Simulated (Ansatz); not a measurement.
# BrH3OSi2Sn: where a starting geometry ends

The starting geometry of this gas-phase singlet was optimised with GFN2-xTB.

```xyz
8

Br    1.5310    3.2343    2.8984
O    -0.0953    2.0655    0.6897
Si    0.5324    1.4618    2.0056
Si   -0.8728    1.0142   -0.4539
Sn   -0.3304   -0.9337    1.2064
H     1.3043   -1.0215    0.4655
H    -2.1697    1.7029   -0.4887
H    -0.1659    1.4466   -1.6580
```

Problem. Predict what it relaxes into with r2SCAN-D4/def2-SVP.

Solution. A new bond forms, giving a structure with H6 bridging Sn5 and Si3, given below by its coordinates. Distances that change by over a tenth: Sn5–H6 (1.80 → 2.06 Å). Contacts that close: Si3–H6 (3.02 → 1.69 Å).

The energy falls by 0.86 eV over 21 steps:

```tsv
step	E − E(last) (eV)
1	0.861
3	0.447
5	0.316
8	0.267
10	0.205
12	0.071
14	0.012
17	0.001
19	0.000
21	0.000
```

Final geometry (Å):

```yaml
atoms:
  - { symbol: Br, position_ang: [1.8469, 2.4685, 3.0523] }
  - { symbol: O, position_ang: [-0.0176, 2.3049, 0.4599] }
  - { symbol: Si, position_ang: [0.4253, 1.3499, 1.7588] }
  - { symbol: Si, position_ang: [-0.8767, 1.1135, -0.4577] }
  - { symbol: Sn, position_ang: [-0.3892, -0.9845, 1.2242] }
  - { symbol: H, position_ang: [1.3367, 0.1285, 1.0227] }
  - { symbol: H, position_ang: [-2.3123, 1.5143, -0.5693] }
  - { symbol: H, position_ang: [-0.2792, 1.0751, -1.8260] }
```

Frequencies at the end are all real (lowest 99 cm⁻¹). Atoms past krypton carry core potentials, without spin–orbit terms. Run with Ansatz 0.2.0, 78 s on 2 threads of Intel(R) Xeon(R) Platinum 8259CL CPU @ 2.50GHz (Skylake/Cascade Lake), on a shared host.
